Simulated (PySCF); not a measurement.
Be, charge +1, doublet; B3LYP/def2-TZVP in PySCF.

Here is a job for PySCF.
```python
from pyscf import gto, scf, dft

mol = gto.Mole()
mol.atom = '''
    Be    0.00000000    0.00000000    0.00000000
'''
mol.basis = 'def2-tzvp'
mol.charge = 1
mol.spin = 1
mol.verbose = 4
mol.build()

mf = dft.UKS(mol)
mf.xc = 'b3lyp'
mf.kernel()
mf.analyze()
```

It wrote (shortened):

```
PySCF version 2.14.0

[INPUT] verbose = 4
[INPUT] num. atoms = 1
[INPUT] num. electrons = 3
[INPUT] charge = 1
[INPUT] spin (= nelec alpha-beta = 2S) = 1
[INPUT] symmetry False subgroup None
[INPUT] Mole.unit = angstrom
[INPUT] Symbol           X                Y                Z      unit          X                Y                Z       unit  Magmom
[INPUT]  1 Be     0.000000000000   0.000000000000   0.000000000000 AA    0.000000000000   0.000000000000   0.000000000000 Bohr   0.0

nuclear repulsion = 0
number of shells = 9
number of NR pGTOs = 28
number of NR cGTOs = 19
basis = def2-tzvp
ecp = {}

******** <class 'pyscf.dft.uks.UKS'> ********
method = UKS
initial guess = minao
damping factor = 0
level_shift factor = 0
DIIS = <class 'pyscf.scf.diis.CDIIS'>
diis_start_cycle = 1
diis_space = 8
diis_damp = 0
SCF conv_tol = 1e-09
SCF conv_tol_grad = None
SCF max_cycles = 50
direct_scf = True
direct_scf_tol = 1e-13
number electrons alpha = 2  beta = 1
XC library pyscf.dft.libxc version 7.1.2
    S. Lehtola, C. Steigemann, M. J. T. Oliveira, and M. A. L. Marques,  SoftwareX 7, 1–5 (2018)
XC functionals = b3lyp
    P. J. Stephens, F. J. Devlin, C. F. Chabalowski, and M. J. Frisch,  J. Phys. Chem. 98, 11623 (1994)
radial grids:
    Treutler-Ahlrichs [JCP 102, 346 (1995); DOI:10.1063/1.469408] (M4) radial grids

becke partition: Becke, JCP 88, 2547 (1988); DOI:10.1063/1.454033
pruning grids: <function nwchem_prune>
grids dens level: 3
symmetrized grids: False
atomic radii adjust function: <function treutler_atomic_radii_adjust>
small_rho_cutoff = 0
Set gradient conv threshold to 3.16228e-05
tot grids = 13728
init E= -14.670291221412

cycle= 1 E= -14.3232999534596  delta_E= 0.347  |g|= 0.0857  |ddm|= 0.613
cycle= 2 E= -14.3371901552907  delta_E= -0.0139  |g|= 0.0156  |ddm|= 0.393
cycle= 3 E= -14.3372982492414  delta_E= -0.000108  |g|= 0.00134  |ddm|= 0.0352
cycle= 4 E= -14.3372996771926  delta_E= -1.43e-06  |g|= 6.29e-05  |ddm|= 0.00522
cycle= 5 E= -14.337299677726  delta_E= -5.33e-10  |g|= 3.48e-06  |ddm|= 6.31e-05
Extra cycle  E= -14.3372996777288  delta_E= -2.77e-12  |g|= 3.5e-07  |ddm|= 4.28e-06
converged SCF energy = -14.3372996777288  <S^2> = 0.75000438  2S+1 = 2.0000044
**** SCF Summaries ****
Total Energy =                         -14.337299677728769
Nuclear Repulsion Energy =               0.000000000000000
One-electron Energy =                  -17.618118958509648
Two-electron Energy =                    3.280819280780879
Two-electron Coulomb Energy =            5.846036035872181
DFT Exchange-Correlation Energy =       -2.565216755091301
**** MO energy ****
                             alpha | beta                alpha | beta
MO #1   energy= -4.5107951128839   | -4.49045549230706  occ= 1 | 1
MO #2   energy= -0.560021203850099 | -0.420600420619957 occ= 1 | 0
MO #3   energy= -0.350384207614067 | -0.280941672798072 occ= 0 | 0
MO #4   energy= -0.350384207614064 | -0.280941672798069 occ= 0 | 0
MO #5   energy= -0.350384207614059 | -0.280941672798064 occ= 0 | 0
MO #6   energy= -0.12830412893367  | -0.113312841741295 occ= 0 | 0
MO #7   energy= -0.0438578787189338 | -0.0235637407139677 occ= 0 | 0
MO #8   energy= -0.0438578787189335 | -0.0235637407139547 occ= 0 | 0
MO #9   energy= -0.0438578787189237 | -0.0235637407139482 occ= 0 | 0
MO #10  energy= 0.0828019690547033 | 0.146650539415346  occ= 0 | 0

To work with the spin densities directly, `use mulliken_meta_spin()` only printing them here.

 ** Mulliken spin pop alpha/beta on meta-lowdin orthogonal AOs **
 ** Mulliken Spin Density (per AO)  **
spin_pop of  0 Be 1s        0.00011
spin_pop of  0 Be 2s        0.97886
spin_pop of  0 Be 3s        0.02090
spin_pop of  0 Be 4s        0.00013
spin_pop of  0 Be 5s       -0.00000
spin_pop of  0 Be 2px       0.00000
spin_pop of  0 Be 2py       0.00000
spin_pop of  0 Be 2pz       0.00000
spin_pop of  0 Be 3px       0.00000
spin_pop of  0 Be 3py       0.00000
spin_pop of  0 Be 3pz       0.00000
spin_pop of  0 Be 4px       0.00000
spin_pop of  0 Be 4py       0.00000
spin_pop of  0 Be 4pz       0.00000
spin_pop of  0 Be 3dxy      0.00000
spin_pop of  0 Be 3dyz      0.00000
spin_pop of  0 Be 3dz^2     0.00000
spin_pop of  0 Be 3dxz      0.00000
spin_pop of  0 Be 3dx2-y2    0.00000
 ** Mulliken Spin Density (per atom)  **
spin density of  0 Be =      1.00000
 ** Mulliken pop alpha/beta on meta-lowdin orthogonal AOs **
 ** Mulliken pop       alpha | beta **
pop of  0 Be 1s        0.99998 | 0.99987
pop of  0 Be 2s        0.97895 | 0.00008
pop of  0 Be 3s        0.02094 | 0.00004
pop of  0 Be 4s        0.00013 | 0.00000
pop of  0 Be 5s        0.00001 | 0.00001
pop of  0 Be 2px       0.00000 | 0.00000
pop of  0 Be 2py       0.00000 | 0.00000
pop of  0 Be 2pz       0.00000 | 0.00000
pop of  0 Be 3px       0.00000 | 0.00000
pop of  0 Be 3py       0.00000 | 0.00000
pop of  0 Be 3pz       0.00000 | 0.00000
pop of  0 Be 4px       0.00000 | 0.00000
pop of  0 Be 4py       0.00000 | 0.00000
pop of  0 Be 4pz       0.00000 | 0.00000
pop of  0 Be 3dxy      0.00000 | 0.00000
pop of  0 Be 3dyz      0.00000 | 0.00000
pop of  0 Be 3dz^2     0.00000 | 0.00000
pop of  0 Be 3dxz      0.00000 | 0.00000
pop of  0 Be 3dx2-y2    0.00000 | 0.00000
In total             2.00000 | 1.00000
 ** Mulliken atomic charges   ( Nelec_alpha | Nelec_beta ) **
charge of  0Be =      1.00000  (     2.00000      1.00000 )

WARN: System has nonzero charge 1; the dipole moment is origin-dependent.
Location of origin: [0. 0. 0.]

Dipole moment(X, Y, Z, Debye):  0.00000, -0.00000, -0.00000
```
